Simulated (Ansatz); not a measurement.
The first iterations of a band of C3H7BSi (12 atoms, charge 0, multiplicity 1).

These are results of RKS PBE/cc-pVDZ in Ansatz, not measurements.

```
movable images  : 6
climbing image  : no
spring          : 5.0 eV/Å²
optimiser       : quadratic models (default)
start path      : through a guess of the saddle point
force threshold : 0.05 eV/Å
iteration limit : 60
end points      : relaxed
```

Initial state:

```xyz
12
Properties=species:S:1:pos:R:3
C 0.274 2.797 0.746
C 0.365 1.616 1.101
B 0.463 0.164 1.477
Si 0.032 -1.320 0.164
C -0.483 -0.750 -1.575
H 0.200 3.836 0.454
H 0.811 -0.130 2.605
H 1.249 -2.225 0.077
H -1.068 -2.166 0.781
H 0.326 -0.153 -2.043
H -0.704 -1.615 -2.232
H -1.388 -0.111 -1.521
```

Final state:

```xyz
12
Properties=species:S:1:pos:R:3
C 1.236 2.760 1.658
C 0.475 1.850 1.309
B -0.416 0.729 0.857
Si 0.287 -0.935 -0.066
C -0.769 -1.415 -1.582
H 1.896 3.560 1.963
H -1.612 0.813 1.070
H 1.742 -0.826 -0.464
H 0.189 -2.048 0.965
H -0.702 -0.639 -2.371
H -0.416 -2.375 -2.011
H -1.833 -1.528 -1.295
```

| iteration | highest image above the first end (eV) | largest band force component (eV/Å) |
| --- | --- | --- |
| 1 | 11.318 | 31.295 |
| 2 | 4.132 | 6.106 |
| 3 | 2.601 | 3.252 |
| 4 | 1.810 | 2.647 |
| 5 | 1.215 | 2.652 |
| 6 | 0.923 | 2.782 |
| 7 | 0.854 | 2.483 |
| 8 | 0.747 | 2.030 |
| 9 | 0.627 | 1.672 |

Q: Does the band converge within its limit, and where does its top end?

A: The forces met the threshold. It ended after 28 iterations with the highest image 0.035 eV above the first end. No image climbed, so the highest image needn't sit at the top of the path.

The run took 3.6 min on 2 threads of Intel(R) Xeon(R) Platinum 8488C (Sapphire Rapids), with other jobs on the host, peak memory 0.17 GiB.
